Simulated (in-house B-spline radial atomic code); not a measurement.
Results of a calculation; reference values are marked as such.
# What the choice of pseudopotential does to G0W0 on PBE: Re⁺

All numbers come from an all-electron radial atomic-structure program (B-spline basis), non-relativistic (model numbers for so heavy an element), configuration [Xe] 4f14 5d5 6s1, open shells at high spin. Semilocal Troullier-Martins pseudo-atoms, one channel per l, are made with PBE or LDA for several valence sets and radii, with or without a model core, and set against the all-electron atom. One channel fits only the lowest state of its l, so a second state of that l is approximate. All electrons give 6s up: PBE -11.741 eV, G0W0 -15.391 eV, 5d up: PBE -15.189 eV, G0W0 -20.382 eV. Potentials are made in the ion's own configuration unless the neutral atom is named, and a smooth local potential serves every l without a channel. Potentials that miss their own reference levels by more than 6 millihartree, or need radii over 3.5 bohr, are left out. Columns give pseudo minus all-electron, in eV; a dash marks a level in the core or of low weight.

```tsv
valence	made with	radii (bohr)	model core (bohr)	6s up PBE	6s up G0W0	5d up PBE	5d up G0W0
5d 6s	PBE	s 2.46 p 3.00 d 1.25	none	+0.09	-0.27	-0.30	+1.78
5p 5d 6s	PBE, neutral atom	s 2.27 p 0.89 d 1.11	none	-0.03	-1.07	-0.02	+0.43
5p 5d 6s	PBE, neutral atom	s 2.56 p 1.00 d 1.25	none	-0.04	-1.03	-0.01	+0.47
5p 5d 6s	PBE, neutral atom	s 3.27 p 1.28 d 1.60	none	-0.04	-1.11	-0.01	+0.54
5p 5d 6s	PBE	s 3.40 p 1.45 d 1.80	none	-0.03	-1.11	-0.04	+0.55
5p 5d 6s	PBE	s 2.46 p 1.00 d 1.25	0.93	-0.04	-1.03	+0.01	+0.49
5p 5d 6s	PBE, neutral atom	s 2.84 p 1.11 d 1.39	0.93	-0.06	-1.04	+0.04	+0.56
5p 4f 5d 6s	PBE	s 2.46 p 1.00 d 1.25 f 1.25	none	-0.04	-1.03	-0.04	+0.04
5p 4f 5d 6s	PBE, neutral atom	s 3.27 p 1.28 d 1.60 f 1.60	none	-0.04	-1.12	0.00	+0.03
5p 4f 5d 6s	PBE, neutral atom	s 2.84 p 1.11 d 1.39 f 1.39	0.62	-0.06	-1.05	+0.04	+0.10
5p 4f 5d 6s	PBE	s 3.14 p 1.28 d 1.60 f 1.60	0.62	-0.05	-1.07	+0.01	+0.04
5s 5p 4f 5d 6s	PBE, neutral atom	s 0.92 p 1.00 d 1.25 f 1.25	none	-0.28	-0.33	-0.11	-0.54
4d 5s 5p 4f 5d 6s	PBE, neutral atom	s 1.33 p 1.45 d 0.58 f 1.81	none	-0.25	-0.59	-0.20	+0.06
4d 5s 5p 4f 5d 6s	PBE, neutral atom	s 1.33 p 1.45 d 0.58 f 1.81	0.28	-0.25	-0.59	-0.19	+0.06
```

Q: How does the G0W0 shift of 6s up, which all sets hold, depend on the valence set?

A: Mean size: 5d 6s: 0.27 eV; 5s 5p 4f 5d 6s: 0.33 eV; 4d 5s 5p 4f 5d 6s: 0.59 eV; 5p 5d 6s: 1.07 eV; 5p 4f 5d 6s: 1.07 eV. A larger valence set can do worse when it takes only part of a shell, whose exchange with the frozen rest is then left to the functional. The means mix radii and the functional used in making the potentials.
